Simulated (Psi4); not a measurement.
A dimer, AlBr3 ··· HF (SMILES [Br][Al]([Br])[Br] and F); the first 4 atoms form monomer A.

```
6

Al    -0.0002     0.0002     0.0000
Br    -1.8013    -1.3269    -0.0653
Br    -0.0269     1.9774    -1.0490
Br     1.8284    -0.6508     1.1143
F      2.4248    -3.0092    -5.7325
H      2.7504    -3.4131    -6.4977
```

**Question.** What interaction energy does SAPT0/jun-cc-pVDZ, frozen core in Psi4 give, and which attractive term is the largest?

**Answer.** Total -0.90 kJ/mol: electrostatics -0.84, exchange 0.00, induction -0.02, dispersion -0.05. The most attractive term is electrostatics.
